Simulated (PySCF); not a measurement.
```xyz
3
charge 0 multiplicity 1, angstrom
Te    0.0000    0.0000   -0.0179
H     1.1729    0.0000    1.1531
H    -1.1729    0.0000    1.1531
```

Method: PBE0/[Te x2c-TZVPall, H x2c-TZVPall], spin-free X2C, density fitting, no spin–orbit coupling, PySCF.

This geometry of H₂Te is a stationary point at this level.

**Question.** What is the point group?

**Answer.** C2v.

**Question.** Is it a minimum?

**Answer.** Yes: all harmonic wavenumbers are real.

**Question.** List the harmonic modes with their infrared intensities.

**Answer.** 
```tsv
symmetry	ω (cm⁻¹)	IR (km/mol)
a1	893	9.8
a1	2161	34.3
b2	2169	38.2
```

**Question.** Give the atomic charges and bond orders.

**Answer.** 
```tsv
atom	Mulliken	Löwdin	polar tensor	Mayer order to Te1
Te1	-0.16	0.11	0.14	–
H2,3	0.08	-0.05	-0.07	0.99
```

In C2v the vibrations span 2a1 + b2. Here b1 is antisymmetric to the molecular plane and b2 lies in it.
